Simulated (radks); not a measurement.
The numbers below are computed, except where a source is named.
Task: Ga12+, configuration [Ne] 3s1 3p6 3d2 (not the ground configuration). Level of theory: scalar-relativistic Kohn-Sham, LDA (Slater exchange, Perdew-Wang correlation), spin-polarised, spherical densities, finite nucleus; open shells are filled with parallel spins first; Fermi nuclear charge, rms radius 3.9973 fm (a radial shooting solver on a logarithmic mesh with Libxc functionals). Some entries of the table are withheld. Estimate them.

| orbital | occ. | eigenvalue (hartree) | r(max) (bohr) |
|---|---|---|---|
| 1s up | 1 | -388.7558 | 0.03183 |
| 1s down | 1 | -388.7144 | 0.03184 |
| 2s up | 1 | -59.93711 | 0.1826 |
| 2s down | 1 | -59.79522 | 0.1825 |
| 2p up | 3 | -53.99867 | 0.1465 |
| 2p down | 3 | -53.88293 | 0.1463 |
| 3s up | 1 | -17.19308 | 0.5362 |
| 3s down | 0 | -16.94199 | 0.5371 |
| 3p up | 3 | (1) | (2) |
| 3p down | 3 | (3) | (4) |
| 3d up | 2 | -12.43837 | 0.4512 |
| 3d down | 0 | -12.18214 | 0.4519 |

Result: 
(1) 3p up eigenvalue (hartree): -15.33674
(2) 3p up r(max) (bohr): 0.5273
(3) 3p down eigenvalue (hartree): -15.08820
(4) 3p down r(max) (bohr): 0.5284
